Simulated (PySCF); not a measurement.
SMILES C=[CH][Sn]([OH])([OH])[O]CC at its GFN2-xTB optimised geometry (Å):

```
18

C     -1.5803    -3.8514    -2.0634
C     -1.7889    -2.6099    -1.6870
Sn    -0.8154    -1.6930     0.0000
O      1.1473    -1.6930     0.0000
O     -1.1651    -2.5289     1.7680
O     -1.5132     0.1747     0.0000
C     -0.8977     1.3026     0.5581
C     -0.9429     1.3213     2.0785
H     -2.0875    -4.2655    -2.9240
H     -0.9059    -4.5130    -1.5452
H     -2.4600    -1.9408    -2.2018
H      1.5132    -2.1550     0.7558
H     -2.0165    -2.3087     2.1445
H     -1.4588     2.1550     0.1564
H      0.1404     1.3905     0.2188
H     -0.5104     2.2457     2.4516
H     -0.3772     0.4775     2.4715
H     -1.9717     1.2422     2.4209
```

Method: PySCF with PBE0/def2-SVP, def2 effective core potentials past Kr. The core electrons that the potentials of Sn replace are not part of the density. Cells within 0.4 Å of a nucleus heavier than hydrogen are left out (blank, or x).

Map of the deformation density (molecule minus spherical neutral atoms) (e/bohr³) on the plane z = 0.0 Å:

```
|2222222222222222222222222222222|
|2222222222222222222222222222222|
|2222222222222222222222222222222|
|2222222222222222222222222222222|
|2222222222222222222222222222222|
|2222222222222222222222222222222|
|2222222222222222222222222222222|
|2222222222343222222222222222222|
|2222222223885222222222222222222|
|2222222223795344222222222222222|
|2222222222443477322222222222222|
|2222222211110377322222222222222|
|2222222221242233222222222222222|
|2222223333044112222222222222222|
|222222347xxx3212222222222222222|
|222222346xxx4222222222222222222|
|2222223343255322222222222222222|
|2222222223343222223333222222222|
|2222222222211112234543222222222|
|2222222221113211346963222222222|
|222222222221xx2135xx83222222222|
|22222222222xxx3145xxx2222222222|
|2222222222221122355742222222222|
|2222222222222222334432222222222|
|2222222222222212222222222222222|
|2222222222222222222222222222222|
|2222222222222222222222222222222|
|2222222222222222222222222222222|
|2222222222222222222222222222222|
|2222222222222222222222222222222|
|2222222222222222222222222222222|
```
Scale: ten equal steps from -0.025 (start of '0') to 0.064 (end of '9'), in the order '0123456789'; x runs from -4.50 to 4.50, y from -4.50 (bottom) to 4.50 (top).
